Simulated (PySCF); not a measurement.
Identify the unknown among the candidates.

* UV, first state: lowest singlet excitation: 5.24 eV (237 nm, f = 0.002) [TDDFT CAM-B3LYP/def2-SVPD]
* Polarisability: 75.7 au [CAM-B3LYP/def2-SVPD]
* Dipole: 2.63 D [CAM-B3LYP/def2-SVPD]
* Rotational structure: rotational constants A, B, C: 6.668, 1.457, 1.308 GHz [GFN2-xTB]
* UV, strongest line: among the 8 lowest singlet transitions: S5 at 8.11 eV (153 nm, f = 0.125) [TDDFT CAM-B3LYP/def2-SVPD]
* Triplet: lowest triplet excitation (Tamm–Dancoff): 4.44 eV [TDA CAM-B3LYP/def2-SVPD]

The electronic properties come from PySCF, for the isolated species, density fitting. Levels stand in brackets. Geometry: GFN2-xTB, one conformer, isolated molecule.

Question: Which candidate is it?
A. `[H]/N=C(/C=C)CCC`
B. `[H]/N=C\CC1CCC1`
C. `CCCCC1=NC1`

Answer: B. It is `[H]/N=C\CC1CCC1`. Numbering: `[H]/[N:1]=[CH:2]\[CH2:3][CH:4]1[CH2:5][CH2:6][CH2:7]1`. Its formula, C6H11N, gives 2 degrees of unsaturation: 1 ring and 1 π bond in the structure found. The optimised geometry has point group C1 and is an asymmetric top.

The others, at the same levels:
- `[H]/N=C(/C=C)CCC` fails: its computed lowest singlet excitation is 4.68 eV (265 nm, f = 0.000) (against 5.24 eV), lowest triplet excitation (Tamm–Dancoff) is 3.64 eV (against 4.44 eV) and strongest line among the 8 lowest singlet transitions is S2 at 6.26 eV (198 nm, f = 0.426) (against S5 at 8.11 eV).
- `CCCCC1=NC1` fails: its computed lowest triplet excitation (Tamm–Dancoff) is 4.65 eV (against 4.44 eV), strongest line among the 8 lowest singlet transitions is S3 at 7.53 eV (165 nm, f = 0.071) (against S5 at 8.11 eV) and rotational constant A is 5.431 GHz (against 6.668 GHz).

Each candidate is one conformer, not necessarily the lowest. The conformers computed, where there is a choice (atom-mapped SMILES and torsion angles):
- `[H]/[N:1]=[CH:2]\[CH2:3][CH:4]1[CH2:5][CH2:6][CH2:7]1`: N1–C2–C3–C4 121°, C2–C3–C4–C5 -72°
- `[H]/[N:4]=[C:3](/[CH:2]=[CH2:1])[CH2:5][CH2:6][CH3:7]`: C1–C2–C3–N4 171°, C2–C3–C5–C6 -72°, C3–C5–C6–C7 -65°
- `[CH3:1][CH2:2][CH2:3][CH2:4][C:5]1=[N:6][CH2:7]1`: C1–C2–C3–C4 179°, C2–C3–C4–C5 -66°, C3–C4–C5–N6 142°
